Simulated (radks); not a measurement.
Mn2+, 23 electrons, occupied as [Ar] 3d5 (the NIST ground configuration). Method: scalar-relativistic Kohn-Sham, r2SCAN, spin-polarised, spherical densities, finite nucleus; open shells are filled with parallel spins first; meta-GGA in the generalised Kohn-Sham scheme; Fermi nuclear charge, rms radius 3.7057 fm; computed with a radial shooting solver on a logarithmic mesh with Libxc functionals.

Normalised radial functions P(r) = r R(r), r in bohr:

```
   r/bohr * 3s down (the largest magnitude, 1.2, reaches the edge; | marks zero)
 0.004207                             | *
 0.005348                             |  *
 0.006853                             |   *
 0.008781                             |   *
  0.01116                             |    *
  0.01431                             |     *
  0.01819                             |      *
   0.0233                             |       *
  0.02986                             |       *
  0.03796                             |       *
  0.04865                             |     *
  0.06185                             |   *
  0.07925                             *
   0.1016                        *    |
   0.1291                   *         |
   0.1654                *            |
   0.2103               *             |
   0.2695                    *        |
   0.3454                             *
   0.4391                             |           *
   0.5626                             |                      *
   0.7153                             |                          *
   0.9166                             |                       *
    1.175                             |                *
    1.493                             |        *
    1.913                             |   *
    2.432                             |*
    3.117                             *
    3.994                             *
```

3s down: eigenvalue -101.91 eV, 2 radial nodes at r = 0.0795, 0.343 bohr, <r> = 0.856 bohr, 90 % of the charge inside 1.28 bohr.
